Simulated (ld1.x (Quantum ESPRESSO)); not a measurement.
u(r) = r·R(r): atom against pseudo-atom (rubidium (Rb))

Columns: radius, all-electron u(r) and pseudo u(r) of the 5s shell (level -2.23 eV) of rubidium in the configuration [Kr] 5s1 5p0; PBE, scalar-relativistic, TM scheme, ld1.x (Quantum ESPRESSO) 7.5.

```csv
r (bohr),all-electron,pseudo
0.210,0.0017,0.0107
0.420,0.1105,0.0218
0.630,-0.0191,0.0341
0.840,-0.1475,0.0481
1.050,-0.1992,0.0644
1.260,-0.1831,0.0837
1.470,-0.1241,0.1068
1.680,-0.0442,0.1340
1.890,0.0414,0.1658
2.100,0.1237,0.2018
2.310,0.1982,0.2413
2.520,0.2628,0.2827
2.730,0.3172,0.3239
2.940,0.3618,0.3625
3.150,0.3974,0.3963
3.360,0.4249,0.4239
3.570,0.4453,0.4448
3.780,0.4596,0.4595
3.990,0.4688,0.4688
4.200,0.4737,0.4737
4.410,0.4748,0.4748
4.620,0.4726,0.4726
4.830,0.4674,0.4674
5.040,0.4596,0.4596
5.250,0.4495,0.4495
5.460,0.4375,0.4375
```

How many radial nodes do the two functions have?

The all-electron 5s function has n − l − 1 = 4 (the table is too coarse to show those close to the nucleus); the pseudo-wave has 0, since the states of the same l below it are removed with the core.

At about which radius was the pseudo-wave matched?

4.20 bohr. The columns agree to 0.0005 from 3.78 bohr on; several derivatives are matched, so the curves merge somewhat inside the radius.

Where does each function peak?

Outermost all-electron maximum near 4.41 bohr, pseudo maximum near 4.41 bohr (to the table’s step).

Is the pseudo-wave norm-conserving?

Yes: the TM scheme keeps the norm inside the radius equal to the all-electron one, which fixes the energy derivative of the logarithmic derivative at the level.
